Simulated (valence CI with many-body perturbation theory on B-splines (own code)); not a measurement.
## W69+: electric-dipole lines

Calculated by configuration interaction combined with many-body perturbation theory (CI+MBPT): three valence electrons over a frozen Dirac-Fock core [He], a basis of 11 s, 11 p, 9 d, 7 f, 5 g, 2 h, 1 i functions for each j, with the one-electron correlation potential Σ1 (screened to all orders), the two-electron term Σ2, the three-electron term Σ3, Breit, model QED; selected single and double excitations, second order for the rest (own B-spline code, finite nucleus).

No measured spectrum was set against this ion. As an estimate, large intervals hold to a few tenths of a per cent, small ones and those within an open d or f shell to about a per cent.

Lines 151 to 200 of 285 in falling wavelength, among levels below 978.30 Ry, chosen from the strongest by gf and those to the six lowest levels. Wavelengths and rates use the calculated energies. Electric multipoles are in the length gauge, E1 and E2 with the static RPA response of the core. Weak lines are less certain than strong ones. Lines between different terms over intervals too small for the method are left out, as are lines whose strength nearly cancels. The highest levels of a list are the least certain.

Levels are named by their leading jj configuration (3d3/2^4 stands for four electrons in 3d with j = 3/2), which in mixed levels can hold well under half, so a name can repeat and another be missing. Letters in brackets count levels of one name in rising energy.

| λ vac (nm) | Upper | Lower | A (s⁻¹) | S (a.u.) |
| --- | --- | --- | --- | --- |
| 0.1269 | (2s 2p1/2 3d3/2) J=3/2 [b] | (2s 2p1/2 2p3/2) J=3/2 [a] | 1.41e+14 | 5.70e-04 |
| 0.1269 | (2p1/2 2p3/2 3d5/2) J=5/2 [a] | (2p1/2 2p3/2^2) J=5/2 | 4.77e+14 | 2.88e-03 |
| 0.1268 | (2p1/2^2 3d5/2) J=5/2 | (2p1/2^2 2p3/2) J=3/2 | 1.53e+15 | 9.26e-03 |
| 0.1268 | (2s 2p1/2 3d5/2) J=5/2 [b] | (2s 2p1/2 2p3/2) J=3/2 [b] | 1.23e+15 | 7.42e-03 |
| 0.1268 | (2s 2p1/2 3d5/2) J=3/2 | (2s 2p1/2 2p3/2) J=3/2 [b] | 2.69e+14 | 1.08e-03 |
| 0.1268 | (2s 2p1/2 3d3/2) J=1/2 | (2s 2p1/2 2p3/2) J=3/2 [a] | 3.65e+13 | 7.34e-05 |
| 0.1268 | (2s 2p1/2 3d5/2) J=3/2 | (2s 2p1/2 2p3/2) J=1/2 | 1.18e+15 | 4.74e-03 |
| 0.1266 | (2p1/2 2p3/2 3d5/2) J=5/2 [b] | (2p1/2 2p3/2^2) J=5/2 | 7.75e+14 | 4.66e-03 |
| 0.1266 | (2p1/2 2p3/2 3d5/2) J=3/2 [a] | (2p1/2 2p3/2^2) J=3/2 | 1.04e+15 | 4.16e-03 |
| 0.1266 | (2p1/2 2p3/2 3d5/2) J=5/2 [a] | (2p1/2 2p3/2^2) J=3/2 | 1.02e+15 | 6.09e-03 |
| 0.1265 | (2p1/2 2p3/2 3d5/2) J=7/2 [b] | (2p1/2 2p3/2^2) J=5/2 | 2.49e+15 | 1.99e-02 |
| 0.1264 | (2p1/2 2p3/2 3d5/2) J=3/2 [b] | (2p1/2 2p3/2^2) J=5/2 | 1.86e+14 | 7.41e-04 |
| 0.1264 | (2s 2p1/2 3d5/2) J=5/2 [a] | (2s 2p1/2 2p3/2) J=5/2 | 2.73e+13 | 1.63e-04 |
| 0.1263 | (2p1/2 2p3/2 3d5/2) J=5/2 [b] | (2p1/2 2p3/2^2) J=3/2 | 1.51e+15 | 9.02e-03 |
| 0.1262 | (2p1/2 2p3/2 3p3/2) J=5/2 [a] | (2s 2p3/2^2) J=3/2 | 3.29e+14 | 1.96e-03 |
| 0.1261 | (2s 2p3/2 3d5/2) J=5/2 [b] | (2s 2p3/2^2) J=3/2 | 1.88e+15 | 1.12e-02 |
| 0.1261 | (2s 2p3/2 3d5/2) J=3/2 [b] | (2s 2p3/2^2) J=3/2 | 2.54e+14 | 1.00e-03 |
| 0.1261 | (2s 2p3/2 3d5/2) J=3/2 [b] | (2s 2p3/2^2) J=1/2 | 8.50e+14 | 3.36e-03 |
| 0.1260 | (2p1/2 2p3/2 3p3/2) J=3/2 [a] | (2s 2p3/2^2) J=3/2 | 2.43e+14 | 9.58e-04 |
| 0.1260 | (2s 2p1/2 3d5/2) J=7/2 | (2s 2p1/2 2p3/2) J=5/2 | 1.57e+15 | 1.24e-02 |
| 0.1260 | (2p1/2 2p3/2 3p3/2) J=3/2 [a] | (2s 2p3/2^2) J=1/2 | 2.56e+14 | 1.01e-03 |
| 0.1259 | (2s 2p3/2 3d5/2) J=5/2 [a] | (2s 2p3/2^2) J=5/2 | 1.24e+15 | 7.33e-03 |
| 0.1259 | (2s 2p1/2 3d5/2) J=5/2 [a] | (2s 2p1/2 2p3/2) J=3/2 [a] | 1.42e+15 | 8.39e-03 |
| 0.1259 | (2s 2p1/2 3d5/2) J=5/2 [b] | (2s 2p1/2 2p3/2) J=5/2 | 2.04e+14 | 1.20e-03 |
| 0.1258 | (2s 2p1/2 3d5/2) J=3/2 | (2s 2p1/2 2p3/2) J=5/2 | 1.18e+13 | 4.63e-05 |
| 0.1258 | (2s 2p3/2 3d5/2) J=7/2 [a] | (2s 2p3/2^2) J=5/2 | 2.19e+15 | 1.72e-02 |
| 0.1257 | (2s^2 3d5/2) J=5/2 | (2s^2 2p3/2) J=3/2 | 1.52e+15 | 8.95e-03 |
| 0.1256 | (2p1/2 2p3/2 3p3/2) J=5/2 [b] | (2s 2p3/2^2) J=3/2 | 1.20e+14 | 7.05e-04 |
| 0.1254 | (2p1/2^2 3p3/2) J=3/2 | (2s 2p1/2 2p3/2) J=1/2 | 3.36e+13 | 1.31e-04 |
| 0.1253 | (2s 2p1/2 3d5/2) J=5/2 [b] | (2s 2p1/2 2p3/2) J=3/2 [a] | 1.23e+14 | 7.18e-04 |
| 0.1253 | (2s 2p1/2 3d5/2) J=3/2 | (2s 2p1/2 2p3/2) J=3/2 [a] | 7.71e+13 | 3.00e-04 |
| 0.1252 | (2s 2p1/2 3p3/2) J=5/2 | (2s^2 2p3/2) J=3/2 | 1.06e+14 | 6.18e-04 |
| 0.1250 | (2s 2p3/2 3d5/2) J=7/2 [b] | (2s 2p3/2^2) J=5/2 | 5.10e+14 | 3.93e-03 |
| 0.1240 | (2p1/2^2 3p3/2) J=3/2 | (2s 2p1/2 2p3/2) J=3/2 [a] | 2.17e+12 | 8.16e-06 |
| 0.1196 | (2p1/2^2 3d5/2) J=5/2 | (2s^2 2p3/2) J=3/2 | 7.72e+11 | 3.92e-06 |
| 0.1187 | (2s^2 3p1/2) J=1/2 | (2s 2p1/2^2) J=1/2 | 2.13e+12 | 3.52e-06 |
| 0.1177 | (2s 2p3/2 3s) J=3/2 [a] | (2s 2p1/2 2p3/2) J=1/2 | 5.30e+12 | 1.71e-05 |
| 0.1176 | (2s 2p1/2 3s) J=1/2 [a] | (2s 2p1/2^2) J=1/2 | 3.27e+13 | 5.26e-05 |
| 0.1173 | (2s 2p1/2 3s) J=3/2 | (2s 2p1/2^2) J=1/2 | 6.35e+13 | 2.02e-04 |
| 0.1171 | (2s 2p3/2 3s) J=5/2 | (2s 2p1/2 2p3/2) J=5/2 | 4.54e+13 | 2.16e-04 |
| 0.1170 | (2s 2p1/2 3s) J=1/2 [b] | (2s 2p1/2^2) J=1/2 | 1.29e+13 | 2.04e-05 |
| 0.1169 | (2s 2p3/2 3s) J=1/2 | (2s 2p1/2 2p3/2) J=1/2 | 1.18e+13 | 1.86e-05 |
| 0.1168 | (2s 2p3/2 3s) J=3/2 [a] | (2s 2p1/2 2p3/2) J=5/2 | 4.19e+13 | 1.32e-04 |
| 0.1168 | (2s 2p3/2 3s) J=3/2 [b] | (2s 2p1/2 2p3/2) J=1/2 | 2.24e+13 | 7.04e-05 |
| 0.1167 | (2s 2p3/2 3s) J=5/2 | (2s 2p1/2 2p3/2) J=3/2 [a] | 3.68e+13 | 1.73e-04 |
| 0.1166 | (2s^2 3s) J=1/2 | (2s^2 2p1/2) J=1/2 | 6.58e+13 | 1.03e-04 |
| 0.1164 | (2s 2p3/2 3s) J=3/2 [a] | (2s 2p1/2 2p3/2) J=3/2 [a] | 1.14e+13 | 3.55e-05 |
| 0.1141 | (2p1/2 2p3/2 3p1/2) J=1/2 | (2s 2p1/2 2p3/2) J=1/2 | 8.55e+13 | 1.25e-04 |
| 0.1140 | (2p1/2 2p3/2 3p1/2) J=3/2 [a] | (2s 2p1/2 2p3/2) J=1/2 | 2.49e+14 | 7.29e-04 |
| 0.1140 | (2s^2 3p3/2) J=3/2 | (2s 2p1/2^2) J=1/2 | 8.15e+12 | 2.38e-05 |
